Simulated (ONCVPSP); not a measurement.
## Configuration tests for boron (ONCV)

B (Z = 5), optimised norm-conserving Vanderbilt (ONCV), made with ONCVPSP 4.0.1 (PBE, scalar-relativistic). Core [He], reference 2s2 2p1. Waves: 2s: rc 1.45 bohr, ncon 4, nbas 9, qcut 4.1 1/bohr, 2 projectors, debl 2.6 Ha; 2p: rc 2.05 bohr, ncon 4, nbas 7, qcut 4.7 1/bohr, 3 projectors, debl 1.6 Ha; d scattering state at 0.16 Ha: rc 2.20 bohr, ncon 4, nbas 8, qcut 3.9 1/bohr, 2 projectors, debl 0.6 Ha. Local part: polynomial inside 1.05 bohr (lpopt 5, dvloc0 0 Ha). Core correction: none.

Energies are relative to the spin-unpolarised reference configuration 2s2 2p1; without spin polarisation the order of configurations can differ from experiment.

```json
{"valence configuration": "2s1 2p0", "charge": "+2", "ΔE all-electron (eV)": "33.642", "error AE − PS (meV)": "+128"}
{"valence configuration": "2s2 2p0.5", "charge": "+0.5", "ΔE all-electron (eV)": "2.887", "error AE − PS (meV)": "+5.0"}
{"valence configuration": "2s1 2p2", "charge": "0", "ΔE all-electron (eV)": "5.851", "error AE − PS (meV)": "+5.0"}
```

**Question.** What are ΔE and the potential's error for 2s2 2p0?

**Answer.** ΔE = 8.219 eV all-electron; the error (AE − PS) is +37 meV.
